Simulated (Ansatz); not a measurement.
WO₂, relaxed as a singlet with RKS PBE-D4/def2-TZVP in Ansatz, starting from the GFN2-xTB geometry. Force threshold 0.02 eV/Å.

In the def2 sets W takes a core potential; there is no spin–orbit coupling. The restricted singlet is unstable: a solution with broken spin symmetry lies lower. The structure comes from a short search, and lower isomers may exist.

Start:

```xyz
3

W     0.2543    0.2310   -0.1470
O     0.5631   -1.3419   -0.6597
O    -0.8174    1.1109    0.8066
```

```
step  energy (eV)  largest force component (eV/Å)  SCF passes
   1   -5917.6645                           5.616          33
   2   -5918.8971                           2.343          43
   3   -5919.2976                           3.085          42
   4   -5919.5006                           0.547          37
   5   -5919.5099                           0.043          33
   6   -5919.5102                           0.011          33
```

Force components are those of the run's own axes.

End:

```xyz
3

W     0.475    0.432   -0.275
O     0.343   -1.247   -0.479
O    -0.818    0.815    0.754
```

By distances, no bond broke or formed. The bond that changes most is W1–O3, from 1.68 to 1.70 Å (atoms count from 1).

No frequencies were taken in this run, so the end may be a saddle point.

Run time 4.4 s (4 threads of Arm Neoverse V1 on a shared host).
